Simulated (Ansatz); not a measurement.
Bond stretch in OH (cation, charge +1), triplet.

Method: full CI/aug-cc-pVDZ, frozen core (Ansatz, a program for electronic structure).

Task: Relative to R = 1.04 Å, what are the energies at R = 0.79, 1.10, 1.71, 2.28 Å?

Result: 183.6 kJ/mol at 0.79 Å, 5.4 kJ/mol at 1.10 Å, 204.4 kJ/mol at 1.71 Å, 339.9 kJ/mol at 2.28 Å.
